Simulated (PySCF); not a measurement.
**Cd⁺ (cadmium, charge +1): UHF calculation**

Configuration: [Kr] 4d10 5s1, 2S determinant. Calculation: PySCF 2.14, in aug-cc-pVDZ-PP with ECP28MDF; scalar relativity through the core potential.

* Total energy: -166.565887 hartree
* One-electron energy: -291.0012 hartree
* Hartree (Coulomb) energy: 138.8725 hartree
* Exchange energy: -14.4372 hartree
* ⟨S²⟩: 0.7511
* ⟨L²⟩: 0.000
* Sum of ⟨r⟩: 23.20 bohr
* Sum of ⟨r²⟩: 36.58 bohr²
* Time after the integrals: 0.23 s of wall time on 1 thread of Neoverse-N1 (shared host)

```json
{"shell": "4s α", "electrons": "1", "mean orbital energy (eV)": "-140.03", "rms radius, mean of both spins (bohr)": "0.947"}
{"shell": "4s β", "electrons": "1", "mean orbital energy (eV)": "-139.86", "rms radius, mean of both spins (bohr)": "0.947"}
{"shell": "4p α", "electrons": "3", "mean orbital energy (eV)": "-94.631", "rms radius, mean of both spins (bohr)": "1.04"}
{"shell": "4p β", "electrons": "3", "mean orbital energy (eV)": "-94.627", "rms radius, mean of both spins (bohr)": "1.04"}
{"shell": "4d α", "electrons": "5", "mean orbital energy (eV)": "-28.391", "rms radius, mean of both spins (bohr)": "1.37"}
{"shell": "4d β", "electrons": "5", "mean orbital energy (eV)": "-28.238", "rms radius, mean of both spins (bohr)": "1.37"}
{"shell": "5s α", "electrons": "1", "mean orbital energy (eV)": "-15.629", "rms radius, mean of both spins (bohr)": "3.09"}
```

Energies and moments cover only the electrons outside the core potential.
